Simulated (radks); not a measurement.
Problem. Species: Ar I. Configuration: [Ar] (the NIST ground configuration). Method: scalar-relativistic Kohn-Sham, PBEsol, spin-polarised, spherical densities, finite nucleus; Fermi nuclear charge, rms radius 3.4274 fm; computed with a radial shooting solver on a logarithmic mesh with Libxc functionals. Some entries of the table are withheld. Estimate them.

orbital  occ.  eigenvalue (Ry)  r(max) (bohr)
1s          2        -228.9904        0.05612
2s          2        -21.78869            (1)
2p          6              (2)            (3)
3s          2         -1.77873          1.175
3p          6         -0.75213          1.291

Solution. 
(1) 2s r(max) (bohr): 0.3390
(2) 2p eigenvalue (Ry): -16.87955
(3) 2p r(max) (bohr): 0.2809
